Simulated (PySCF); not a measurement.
Isopropylcyclopentane, C8H16.
Structure used (GFN2-xTB), in Å, numbered top down from 1:
```
atom  x, y, z in Å
C1    -2.0916    0.3460    1.2803
C2    -1.3208   -0.3270    0.1450
C3    -2.1436   -0.2555   -1.1408
C4     0.0520    0.3320   -0.0335
C5     0.8577   -0.2053   -1.2225
C6     2.2954    0.1532   -0.8662
C7     2.3771   -0.2056    0.6158
C8     0.9863    0.1298    1.1801
H9    -2.2715    1.3924    1.0418
H10   -3.0531   -0.1408    1.4277
H11   -1.5389    0.2976    2.2147
H12   -1.1694   -1.3823    0.4015
H13   -2.2310    0.7757   -1.4765
H14   -3.1447   -0.6449   -0.9683
H15   -1.6849   -0.8396   -1.9339
H16   -0.1067    1.4050   -0.1854
H17    0.7523   -1.2903   -1.2818
H18    0.5438    0.2291   -2.1699
H19    2.4545    1.2243   -1.0044
H20    3.0272   -0.3836   -1.4686
H21    2.5774   -1.2731    0.7208
H22    3.1709    0.3354    1.1294
H23    1.0217    1.0310    1.7914
H24    0.6281   -0.6838    1.8111
```

Method: PBE0/pcSseg-1 in PySCF (dipole) on a GFN2-xTB geometry, gas phase.

Take the most abundant isotopes and a rigid rotor. The values belong to one conformer with, in the numbering `[CH3:1][CH:2]([CH3:3])[CH:4]1[CH2:5][CH2:6][CH2:7][CH2:8]1`, C1–C2–C4–C5 -176°, C2–C4–C5–C6 -158°, C4–C5–C6–C7 43°, C5–C6–C7–C8 -35°, C6–C7–C8–C4 14°.

Q: What are A, B and C (cm⁻¹)?

A: Ia = 137.03, Ib = 369.36, Ic = 468.24 u·Å²; 505379 MHz·u·Å²/I gives 3688, 1368 and 1079 MHz, that is A = 0.12302, B = 0.04564, C = 0.03600 cm⁻¹.

Q: What kind of rotor is it?

A: An asymmetric top. Ray's parameter κ = (2B − A − C)/(A − C) = -0.778; −1 is the prolate and +1 the oblate limit.

Q: Is it planar, by Δ = Ic − Ia − Ib?

A: Not planar: Δ = Ic − Ia − Ib = -38.15 u·Å². For a rigid frame Δ = −2 Σ m c², so Σ m c² = 19.07 u·Å² lies off the ab plane: 14.00 from hydrogen and 5.07 from heavier atoms. The atom farthest from that plane is 1.42 Å away.

Q: Give the other two planar moments, Paa and Pbb, and the rms extents of the mass along the axes.

A: Paa = Σ m a² = (Ib + Ic − Ia)/2 = 350.28 and Pbb = Σ m b² = (Ia + Ic − Ib)/2 = 117.95 u·Å². With the mass M = 112.13 u, the rms extents √(P/M) along a, b and c are 1.77, 1.03, 0.41 Å.

The dipole components are |μa| = 0.06 D, |μb| = 0.02 D, |μc| = 0.02 D.

Q: Estimate the classical rotational partition function at 10 K, 100 K and 200 K.

A: Point group C1, symmetry number σ = 1; q = (√π/σ)·√((kT/h)³/(ABC)), k/h = 20836.6 MHz/K: 2280 at 10 K, 72200 at 100 K, 204000 at 200 K.

Stationary, but not proved a minimum. Constants of a rigid frame at the computed geometry: no zero-point averaging, no centrifugal distortion. A rigid rotor knows nothing of internal rotation, which can split or shift real lines.

Hardware: one thread, Arm Neoverse V1, on a shared host. Cost: 38 s. This is the PBE0/pcSseg-1 job that gave the dipole, with the shieldings it also computed.
